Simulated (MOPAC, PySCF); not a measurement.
H₄AlNSi, SMILES `N[Si][AlH2]` (lower singlet), neutral singlet in the gas phase. This singlet lies 0.79 eV below the relaxed triplet at the level frozen-core CCSD(T)/cc-pVTZ // PBE0-D3(BJ)/def2-TZVP (Ansatz).

Cartesian coordinates (Å):
SMILES: N[Si][AlH2]
```xyz
7

N     -1.4943    -0.2583    -0.1068
Si    -0.4116    -1.5829     0.0397
Al     1.5210     0.0750     0.1189
H     -2.4924    -0.3984    -0.1806
H     -1.2530     0.7238    -0.1326
H      3.0933    -0.1669     0.2584
H      1.0370     1.6076     0.0029
```
Charge 0, spin multiplicity 1.

All levels are single points at this geometry (PBE0-D3(BJ)/def2-TZVP); Pople sets use spherical d functions. Orbital energies aren't observables, and empty levels follow the basis.

```csv
level,HOMO (eV),LUMO (eV),gap (eV),dipole (D),"vertical IE, Delta-SCF (eV)"
PBE0-D3(BJ)/def2-TZVP in PySCF,-5.57,-2.54,3.03,1.78,–
B3LYP/3-21G in PySCF,-5.20,-2.54,2.66,2.45,–
BP86/6-31G* in PySCF,-4.62,-3.21,1.42,2.27,–
PBE/6-31G* in PySCF,-4.52,-3.14,1.38,2.28,7.39
HF/6-31G* in PySCF,-7.52,0.40,7.91,1.67,6.59
PM7 in MOPAC,-11.89,-2.45,9.44,7.48,–
```
